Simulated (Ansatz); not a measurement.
```yaml
crystal:
  periodic: [false, false, false]
  atoms:
    - {symbol: C, position_ang: [-2.721774, 1.911594, -0.650243]}
    - {symbol: C, position_ang: [-2.428716, 0.476945, -0.161749]}
    - {symbol: C, position_ang: [-3.376112, -0.429713, 0.076937]}
    - {symbol: C, position_ang: [-3.083008, -1.743700, 0.488659]}
    - {symbol: C, position_ang: [-1.764087, -2.164288, 0.659171]}
    - {symbol: C, position_ang: [-0.656451, -1.201811, 0.363600]}
    - {symbol: C, position_ang: [0.699414, -1.595728, 0.436565]}
    - {symbol: C, position_ang: [1.695870, -0.678623, 0.273256]}
    - {symbol: C, position_ang: [3.094095, -1.083666, 0.407440]}
    - {symbol: C, position_ang: [4.137890, -0.191962, 0.092838]}
    - {symbol: C, position_ang: [3.829467, 1.131097, -0.325856]}
    - {symbol: C, position_ang: [2.453115, 1.553969, -0.495616]}
    - {symbol: C, position_ang: [1.394907, 0.673643, -0.199721]}
    - {symbol: C, position_ang: [0.039521, 1.038377, -0.303105]}
    - {symbol: C, position_ang: [-1.046652, 0.176311, -0.045437]}
    - {symbol: H, position_ang: [-2.355800, 2.681557, 0.081324]}
    - {symbol: H, position_ang: [-3.892041, 2.013431, -0.654914]}
    - {symbol: H, position_ang: [-2.390049, 2.108559, -1.652832]}
    - {symbol: H, position_ang: [-4.408155, -0.109763, 0.060893]}
    - {symbol: H, position_ang: [-3.855630, -2.425123, 0.783723]}
    - {symbol: H, position_ang: [-1.494611, -3.192568, 0.965802]}
    - {symbol: H, position_ang: [0.925933, -2.632857, 0.813129]}
    - {symbol: H, position_ang: [3.333653, -2.124247, 0.689831]}
    - {symbol: H, position_ang: [5.133261, -0.441564, 0.153585]}
    - {symbol: H, position_ang: [4.620181, 1.844944, -0.578165]}
    - {symbol: H, position_ang: [2.191128, 2.590031, -0.805471]}
    - {symbol: H, position_ang: [-0.190128, 2.058982, -0.649864]}
basis:
  gaussian: {orbitals: aug-cc-pVDZ, fitting: {mean_field: cc-pVTZ-jkfit}, final_grid: {core_spheres: 20, valence_spheres: 16, degree: 47}}
hamiltonian: {xc: {name: HF}}
scf: {omitted_lower_state_checks: [starts]}
output: {forces: true}
```

```sh
$ ansatz run in.yaml --threads 4 --pin off --events-out ev --progress --plain --max-ram 6963MiB
```

Shortened log:

```
Functional definition: HF
1545 factors; integrals over basis functions are off by at most 1.3e-1 eV
mean field evaluation 1: about -15637.8131 eV, gradient 5.6e1 eV
mean field evaluation 2: about -15646.4771 eV, gradient 2.1e1 eV
mean field evaluation 4: about -15647.8433 eV, gradient 2.3e0 eV
mean field evaluation 8: about -15647.8614 eV, gradient 2.2e-5 eV
mean field -15647.86143460 eV, -575.0483012202 hartree, gradient 2.2e-5 eV, S^2 0.000000; 0 other end points of the search recorded, 0 dependent functions left out
reference -15647.86143460 eV, -575.0483012202 hartree; 51, 51 occupied and 402, 402 virtual orbitals, 1545 factors
Total energy: -15647.86143460 eV, -575.0483012202 hartree
Atom 0 at    -2.721774     1.911594    -0.650243 Å, force    -3.515506    -0.195285     1.926165 eV/Å
Atom 1 at    -2.428716     0.476945    -0.161749 Å, force     1.046520     2.869534    -1.304409 eV/Å
Atom 2 at    -3.376112    -0.429713     0.076937 Å, force    -1.186165     0.218664     0.454395 eV/Å
Atom 3 at    -3.083008    -1.743700     0.488659 Å, force     2.814352    -1.653098     1.087113 eV/Å
Atom 4 at    -1.764087    -2.164288     0.659171 Å, force     0.015882     1.451228    -0.872119 eV/Å
Atom 5 at    -0.656451    -1.201811     0.363600 Å, force    -1.515421    -0.357563    -0.269460 eV/Å
Atom 6 at     0.699414    -1.595728     0.436565 Å, force    -2.373384    -1.288336     1.600029 eV/Å
Atom 7 at     1.695870    -0.678623     0.273256 Å, force     2.683956     1.004356    -1.171039 eV/Å
Atom 8 at     3.094095    -1.083666     0.407440 Å, force     1.012104     1.125296    -0.674420 eV/Å
Atom 9 at     4.137890    -0.191962     0.092838 Å, force    -4.150677    -0.188813     0.349572 eV/Å
Atom 10 at     3.829467     1.131097    -0.325856 Å, force    -3.475729     1.518343    -0.863664 eV/Å
Atom 11 at     2.453115     1.553969    -0.495616 Å, force     3.492353     0.164728     0.400312 eV/Å
Atom 12 at     1.394907     0.673643    -0.199721 Å, force    -0.858769    -1.708120     0.964698 eV/Å
Atom 13 at     0.039521     1.038377    -0.303105 Å, force    -0.955165     0.848350    -0.551506 eV/Å
Atom 14 at    -1.046652     0.176311    -0.045437 Å, force     3.070075    -2.922958     0.822336 eV/Å
Atom 15 at    -2.355800     2.681557     0.081324 Å, force    -0.147279    -0.755359    -0.915230 eV/Å
Atom 16 at    -3.892041     2.013431    -0.654914 Å, force     2.317073     0.062847    -0.121833 eV/Å
Atom 17 at    -2.390049     2.108559    -1.652832 Å, force     0.424834     0.051805    -0.333483 eV/Å
Atom 18 at    -4.408155    -0.109763     0.060893 Å, force    -0.057762    -0.141530    -0.287885 eV/Å
Atom 19 at    -3.855630    -2.425123     0.783723 Å, force    -0.441841    -0.132766    -0.204700 eV/Å
Atom 20 at    -1.494611    -3.192568     0.965802 Å, force    -0.392866     0.888955    -0.173142 eV/Å
Atom 21 at     0.925933    -2.632857     0.813129 Å, force    -0.210663     1.380241    -0.718395 eV/Å
Atom 22 at     3.333653    -2.124247     0.689831 Å, force    -0.273552     0.844596    -0.112313 eV/Å
Atom 23 at     5.133261    -0.441564     0.153585 Å, force     2.135365    -0.930713     0.271394 eV/Å
Atom 24 at     4.620181     1.844944    -0.578165 Å, force    -0.321954    -0.419615     0.208975 eV/Å
Atom 25 at     2.191128     2.590031    -0.805471 Å, force     0.545038    -1.043727     0.209156 eV/Å
Atom 26 at    -0.190128     2.058982    -0.649864 Å, force     0.319179    -0.691062     0.279450 eV/Å
Dipole moment:    -0.017838     0.037600    -0.006958 e Å
Checks for a lower state left out: starts
```

Hardware: 4 threads of Intel Xeon on a shared host. Wall time 51 s, peak host memory 2.1 GiB.
